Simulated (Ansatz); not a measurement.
The molecule KAl, closed-shell singlet (lowest of 2S+1 = 1, 3 at CCSD(T)/def2-TZVPP on PBE0 minima; our sources give no spin for the ground state, which may be another). No spin–orbit coupling. K is treated without relativity.

```tsv
level	bond energy D_e (kcal/mol)
SVWN5/def2-TZVPP	19.09
PBE/def2-TZVPP	14.55
B97M-V/def2-TZVPP	16.75
B3LYP/def2-TZVPP	12.09
PBE0/def2-TZVPP	11.57
BHLYP/def2-TZVPP	8.83
CAM-B3LYP/def2-TZVPP	9.29
wB97X-V/def2-TZVPP	10.82
wB97M-V/def2-TZVPP	13.86
B2PLYP/def2-TZVPP	11.16
CCSD/def2-TZVPP	10.54
CCSD/def2-QZVPP	11.70
CCSD(T)/def2-TZVPP	12.61
CCSD(T)/def2-QZVPP	14.02
```

The rows run from 8.83 (BHLYP/def2-TZVPP) to 19.09 kcal/mol (SVWN5/def2-TZVPP). From def2-TZVPP to def2-QZVPP CCSD(T) changes by 1.41. The 10 functionals in def2-TZVPP without D3 or D4 span 10.26, from BHLYP to SVWN5.

D_e counts from the fitted minimum to each atom's lowest state at the same level, without counterpoise. The singlet is restricted.

Correlated levels freeze the inner cores; with def2 sets outer-core shells near the valence are correlated too.

Doubts at one or more of the structures used: a restricted determinant that unrestricted orbitals would lower (B2PLYP/def2-TZVPP, CCSD/def2-TZVPP, CCSD/def2-QZVPP, CCSD(T)/def2-TZVPP, CCSD(T)/def2-QZVPP).

Codes used: Ansatz (Gaussian basis) for Hartree–Fock, density functionals and correlated methods. Each number belongs to the level named beside it.

Ansatz is a program for electronic structure.
